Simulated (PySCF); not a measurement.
Electron correlation in Se²⁺ (selenium, charge +2)

[Ar] 3d10 4s2 4p1 4d1, one real determinant (an excited configuration). Calculation: PySCF 2.14, in aug-cc-pVDZ-PP with ECP10MDF; scalar relativity through the core potential. Frozen: 3s2 3p6 3d10; 4 electrons correlated.

MP2 pair energies summed by pair of shells (mhartree):

| pair | energy | share (%) |
| --- | --- | --- |
| 4s-4s | -19.74 | 37.8 |
| 4s-4d | -15.78 | 30.2 |
| 4s-4p | -14.45 | 27.7 |
| 4p-4d | -2.21 | 4.2 |

Total MP2 correlation energy: -52.19 mhartree.

Same-spin part -5.73 and opposite-spin part -46.46 mhartree; SCS-MP2 scales them by 1/3 and 6/5 to -57.66 mhartree.

The reference is one real determinant that mixes LS terms of this configuration.
